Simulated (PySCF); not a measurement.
PBE on Ti⁻ (titanium, charge -1), [Ar] 3d3 4s2, high-spin 4F determinant. Computed with PySCF 2.14 in aug-cc-pwCVTZ-DK (10s9p7d4f3g, 127 functions), with scalar relativity by spin-free X2C-1e.

```
cycle= 1 E= -853.513601506596  delta_E= -0.0266  |g|= 0.116  |ddm|= 4.56
cycle= 2 E= -853.471160900708  delta_E= 0.0424  |g|= 0.324  |ddm|= 0.905
cycle= 3 E= -853.519302971529  delta_E= -0.0481  |g|= 0.0187  |ddm|= 0.823
cycle= 4 E= -853.518552584983  delta_E= 0.00075  |g|= 0.0359  |ddm|= 0.26
cycle= 5 E= -853.51966662122  delta_E= -0.00111  |g|= 0.0008  |ddm|= 0.138
cycle= 6 E= -853.519667293848  delta_E= -6.73e-07  |g|= 7.21e-05  |ddm|= 0.00825
cycle= 7 E= -853.519667312449  delta_E= -1.86e-08  |g|= 5.86e-06  |ddm|= 0.00165
cycle= 8 E= -853.51966731249  delta_E= -4.15e-11  |g|= 4.78e-06  |ddm|= 9.08e-05
converged SCF energy = -853.51966731249  <S^2> = 3.7792006  2S+1 = 4.0145738
```

Highest occupied orbital energy: 1.883 eV; ⟨L²⟩ = 12.01; populations by l: s 8.00, p 12.00, d 3.00, f 0.00.

Problem. Can this result be used?

Solution. With care. Self-consistency was reached. At PBE the highest occupied level has a positive energy, so only the finite basis holds that electron; in a semilocal or global hybrid functional this comes from self-interaction and does not mean that the real anion is unbound.
